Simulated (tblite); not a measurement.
Compound: C3H10Si4.
Atom-mapped SMILES: `[CH:1]#[C:2][Si@H:3]1[SiH2:4][Si@H:5]([CH3:6])[SiH2:7]1` (hydrogens: H8 on C1; H9 on Si3; H10, H11 on Si4; H12 on Si5; H13, H14, H15 on C6; H16, H17 on Si7)

Computed with GFN2-xTB (tblite), gas phase: Langevin dynamics at 300 K from the optimised GFN2-xTB geometry, time step 0.5 fs, friction 0.01 fs⁻¹, 2000 steps. The instantaneous temperature is 2·E(kin)/(3Nk) with all 3N coordinates.

```tsv
t (fs)	T (K)	E(pot) above start (eV)	C1≡C2 (Å)	C2–Si3 (Å)	Si3–Si4 (Å)	Si4–Si5 (Å)	Si5–C6 (Å)	C1–H8 (Å)
0	259	0.000	1.203	1.850	2.365	2.365	1.906	1.053
50	294	0.361	1.217	1.798	2.404	2.470	1.919	1.063
100	227	0.611	1.172	1.828	2.396	2.303	1.894	1.027
150	252	0.551	1.201	1.821	2.369	2.485	1.895	1.039
200	224	0.445	1.231	1.839	2.376	2.382	1.913	1.038
250	265	0.550	1.209	1.894	2.440	2.453	1.877	1.041
300	331	0.540	1.216	1.917	2.300	2.285	1.871	1.069
350	298	0.823	1.220	1.889	2.424	2.567	1.929	1.075
400	316	0.820	1.240	1.838	2.379	2.256	1.969	1.090
450	385	0.628	1.211	1.878	2.433	2.467	1.987	1.055
500	412	0.598	1.186	1.859	2.356	2.354	1.978	1.033
550	407	0.503	1.217	1.812	2.404	2.323	1.915	1.045
600	366	0.544	1.225	1.799	2.438	2.366	1.959	1.055
650	449	0.544	1.217	1.872	2.253	2.335	1.925	1.068
700	286	0.732	1.180	1.852	2.426	2.402	1.898	1.079
750	402	0.475	1.201	1.872	2.428	2.423	1.891	1.074
800	271	0.448	1.221	1.898	2.307	2.306	1.854	1.078
850	320	0.463	1.203	1.938	2.405	2.401	1.862	1.076
900	312	0.521	1.209	1.935	2.324	2.356	1.925	1.073
950	253	0.550	1.219	1.929	2.431	2.346	1.940	1.080
1000	264	0.741	1.238	1.894	2.322	2.361	1.924	1.085
```

Task: From 500 fs on, how do temperature and potential energy compare with equipartition?

Result: The mean temperature of these 11 frames is 340 K against the target 300 K, and the mean potential energy 0.56 eV against 45 × kT/2 = 0.58 eV for 45 classical harmonic modes. For 17 atoms in a canonical ensemble the temperature itself scatters by T·√(2/(3N)) = 59 K; here its standard deviation is 66 K. The whole run lasts only 10 friction times of 100 fs, so these averages carry a wide statistical error.

Task: What are the kinetic and total energies of the listed frame with the highest potential energy?

Result: The one at 350 fs, 0.823 eV above the start. Its kinetic energy is 3NkT/2 = 0.655 eV at 298 K, so the sum is 1.48 eV; over the listed frames the sum runs from 0.57 to 1.53 eV, since the thermostat adds and removes energy.

Task: How much do the listed bonds fluctuate from 500 fs on?

Result: 
```json
{"bond": "C1≡C2", "at the start (Å)": "1.203", "mean (Å)": "1.210", "standard deviation (Å)": "0.016"}
{"bond": "C2–Si3", "at the start (Å)": "1.850", "mean (Å)": "1.878", "standard deviation (Å)": "0.045"}
{"bond": "Si3–Si4", "at the start (Å)": "2.365", "mean (Å)": "2.372", "standard deviation (Å)": "0.060"}
{"bond": "Si4–Si5", "at the start (Å)": "2.365", "mean (Å)": "2.361", "standard deviation (Å)": "0.034"}
{"bond": "Si5–C6", "at the start (Å)": "1.906", "mean (Å)": "1.915", "standard deviation (Å)": "0.036"}
{"bond": "C1–H8", "at the start (Å)": "1.053", "mean (Å)": "1.068", "standard deviation (Å)": "0.016"}
```

The motion is classical and holds no zero-point motion.

What follows is the cost of the whole dynamics run. On Intel Xeon Platinum 8488C, one thread, no GPU, shared host with 192 logical CPUs at a one-minute load of 62, this took 25 s of wall time and 0.18 GiB of memory at its peak.
